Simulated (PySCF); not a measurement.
LDA on B (boron, neutral), [He] 2s2 3d1, 2D determinant (an excited configuration). Computed with PySCF 2.14 in dyall-av3z (15s9p3d2f, 71 functions), with scalar relativity by spin-free X2C-1e.

```
cycle= 1 E= -24.0811205337218  delta_E= -0.00458  |g|= 0.0259  |ddm|= 0.0816
cycle= 2 E= -24.0811610550863  delta_E= -4.05e-05  |g|= 0.00361  |ddm|= 0.0065
cycle= 3 E= -24.0811622286523  delta_E= -1.17e-06  |g|= 0.000131  |ddm|= 0.00135
cycle= 4 E= -24.0811622380875  delta_E= -9.44e-09  |g|= 7.32e-06  |ddm|= 0.000216
cycle= 5 E= -24.081162238137  delta_E= -4.96e-11  |g|= 2.22e-07  |ddm|= 1.71e-05
converged SCF energy = -24.081162238137  <S^2> = 0.75011697  2S+1 = 2.000117
```

Highest occupied orbital energy: 0.717 eV; ⟨L²⟩ = 6.00; populations by l: s 4.00, p 0.00, d 1.00, f 0.00.

Question: Can this result be used?

Answer: Not for this state. Self-consistency was reached. The outer electron is Rydberg-like, and this basis confines it to a smaller radius and binds it less than a complete one would. At LDA the highest occupied level has a positive energy, so only the finite basis holds that electron; for this excited configuration the basis is too tight for the outer shell.
